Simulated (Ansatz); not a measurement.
Compare A (`B[SiH]1CO1`) with its isomer B (`O=CB[SiH3]`).

Isolated molecules relaxed with PBE0-D4/def2-TZVP in Ansatz; ΔE leaves out vibrations. CCSD(T)/CBS is the MP2 limit (def2-TZVPP, def2-QZVPP) plus CCSD(T) − MP2 in def2-TZVPP, frozen cores. DFT in def2-TZVPP. B3LYP here is the variant with VWN-RPA as its local correlation; programs differ in this. One conformer a species, not always the lowest.

**Question.** Which isomer does CCSD(T)/CBS put lower? Give the gap. (An estimate is asked.)

**Answer.** Ansatz gave: A, by 12.4 kJ/mol.

**Question.** Give E(B) − E(A) in kJ/mol with B3LYP-D4, ωB97M-V, LDA (SPW92), PBE0-D4, BLYP-D4, B3LYP, HF/def2-TZVPP. (An estimate is asked.)

**Answer.** Ansatz gave: B3LYP-D4 2.4, ωB97M-V 11.2, LDA (SPW92) 17.5, PBE0-D4 12.9, BLYP-D4 -5.4, B3LYP 2.2, HF/def2-TZVPP -5.1. The order is the other way round with BLYP-D4, HF/def2-TZVPP.

**Question.** Does the order hold for the free energy at 298.15 K (harmonic terms from PBE0-D4)? (An estimate is asked.)

**Answer.** The calculation gave: No: G(B) − G(A) = -3.9 kJ/mol, for one conformer each.

Largest T1 diagnostic: 0.021.

From r2SCAN to r2SCAN0 (25 % exact exchange), in def2-TZVPP and without D4, E(B) − E(A) moves by +6.1 kJ/mol. In def2-TZVPP, CCSD(T) changes the Hartree–Fock value by +11.6 kJ/mol (the triples alone add −1.8 kJ/mol) and MP2 by +21.1 kJ/mol.
